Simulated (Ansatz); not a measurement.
TiS2⁺. Charge 1, multiplicity 2. Geometry PBE0-D4/def2-TZVP, that of the neutral singlet.

```xyz
3

Ti   -0.692   -0.222   -0.210
S    -0.245    1.711    0.362
S     0.937   -1.490   -0.152
```

At PBE0-D4/def2-TZVP the charge 1 doublet is spin-contaminated (final ⟨S²⟩ up to 0.85, 0.75 for a pure state). The structure comes from a short search, and lower isomers may exist.

Question: Estimate the α-spin orbital energies around the gap (eV) in Ansatz with PBE-D4/def2-TZVP, r2SCAN-D4/def2-TZVP, PBE0-D4/def2-TZVP.

Answer: 
```json
{"orbital": "HOMO−5", "PBE-D4/def2-TZVP": "-13.90", "r2SCAN-D4/def2-TZVP": "-14.26", "PBE0-D4/def2-TZVP": "-15.29"}
{"orbital": "HOMO−4", "PBE-D4/def2-TZVP": "-13.13", "r2SCAN-D4/def2-TZVP": "-13.43", "PBE0-D4/def2-TZVP": "-14.45"}
{"orbital": "HOMO−3", "PBE-D4/def2-TZVP": "-13.05", "r2SCAN-D4/def2-TZVP": "-13.32", "PBE0-D4/def2-TZVP": "-14.28"}
{"orbital": "HOMO−2", "PBE-D4/def2-TZVP": "-12.91", "r2SCAN-D4/def2-TZVP": "-13.17", "PBE0-D4/def2-TZVP": "-14.08"}
{"orbital": "HOMO−1", "PBE-D4/def2-TZVP": "-12.71", "r2SCAN-D4/def2-TZVP": "-12.98", "PBE0-D4/def2-TZVP": "-13.86"}
{"orbital": "HOMO", "PBE-D4/def2-TZVP": "-12.52", "r2SCAN-D4/def2-TZVP": "-12.92", "PBE0-D4/def2-TZVP": "-13.83"}
{"orbital": "LUMO", "PBE-D4/def2-TZVP": "-9.94", "r2SCAN-D4/def2-TZVP": "-9.72", "PBE0-D4/def2-TZVP": "-8.77"}
{"orbital": "LUMO+1", "PBE-D4/def2-TZVP": "-9.73", "r2SCAN-D4/def2-TZVP": "-9.54", "PBE0-D4/def2-TZVP": "-8.56"}
{"orbital": "LUMO+2", "PBE-D4/def2-TZVP": "-9.21", "r2SCAN-D4/def2-TZVP": "-8.88", "PBE0-D4/def2-TZVP": "-8.15"}
{"orbital": "LUMO+3", "PBE-D4/def2-TZVP": "-8.95", "r2SCAN-D4/def2-TZVP": "-8.83", "PBE0-D4/def2-TZVP": "-7.97"}
{"orbital": "LUMO+4", "PBE-D4/def2-TZVP": "-8.21", "r2SCAN-D4/def2-TZVP": "-8.08", "PBE0-D4/def2-TZVP": "-7.42"}
{"orbital": "LUMO+5", "PBE-D4/def2-TZVP": "-6.61", "r2SCAN-D4/def2-TZVP": "-6.12", "PBE0-D4/def2-TZVP": "-5.86"}
{"orbital": "β HOMO", "PBE-D4/def2-TZVP": "-12.53", "r2SCAN-D4/def2-TZVP": "-12.74", "PBE0-D4/def2-TZVP": "-13.55"}
{"orbital": "β LUMO", "PBE-D4/def2-TZVP": "-11.46", "r2SCAN-D4/def2-TZVP": "-11.31", "PBE0-D4/def2-TZVP": "-10.56"}
```
